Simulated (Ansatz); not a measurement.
Reading a saddle point

A first-order saddle point of SiH7O2F, singlet, PBE0-D4/def2-TZVP, with one imaginary mode of 647i cm⁻¹:

Si1  (-1.197, -0.233, -0.546)
O2  (-0.255, -0.087, 0.942)
H3  (-1.135, -1.512, -1.293)
H4  (-2.433, -0.508, 0.304)
H5  (-1.658, 1.001, -1.229)
H6  (1.466, 0.458, -0.516)
F7  (0.493, 0.138, -1.324)
H8  (0.953, 0.285, 0.920)
O9  (1.939, 0.617, 0.443)
H10  (-0.802, -0.116, 1.729)
H11  (2.628, -0.042, 0.570)
(Å)

Ansatz 0.2.0; basis: def2-TZVPP and def2-QZVPP; cores frozen in the correlated methods. Extrapolation: Hartree–Fock as exp(−7.88 √X), correlation as X^−2.97.

(1) Which contacts change along the imaginary mode, and what lies on either side? (A judgement: the text doesn't fix the answer.)

(2) Which side is lower, and how far does the saddle lie above each? (To be estimated.)

T1 diagnostic: at most 0.011.

## Answers

(1) Computed: The step is SiH₄O ([OH][SiH3]) + H₂O + HF → SiH₃F ([F][SiH3]) + H₂O + H₂O, with the molecules in contact on both sides. Shortening one way: Si1–F7, O2–H8, H6–O9; lengthening the same way: Si1–O2, H6–F7, H8–O9.
| pair | one side (Å) | saddle (Å) | other side (Å) |
| --- | --- | --- | --- |
| Si1–F7 | 3.34 | 1.90 | 1.62 |
| O2–H8 | 1.80 | 1.26 | 0.97 |
| H6–O9 | 1.60 | 1.08 | 0.97 |
| Si1–O2 | 1.67 | 1.77 | 2.86 |
| H6–F7 | 0.95 | 1.30 | 1.98 |
| H8–O9 | 0.98 | 1.14 | 1.85 |

(2) The calculation gives: The side with Si1–F7, O2–H8, H6–O9 short is lower by 5.75 kcal/mol; the saddle lies 22.68 kcal/mol above it and 16.92 kcal/mol above the other (CCSD(T) at an estimated basis limit (MP2 extrapolated from triple and quadruple zeta, plus CCSD(T) − MP2 in triple zeta); electronic energies).

Steps of this kind, hydrogen fluoride cutting a network bond, underlie vapour etching and the fluorination step of atomic layer etching.

Labels in which every atom is bracketed show which atoms are joined, not bond orders.

For scale, one of the runs: CCSD(T)/def2-TZVPP, 233 basis functions, launched by `ansatz run in.yaml --threads 4 --pin off --events-out ev --progress --plain --max-ram 9574MiB`. Time: 110 s of wall clock on 4 CPU threads of an Arm Neoverse V2; the host was shared. Peak host memory: 4.3 GiB.
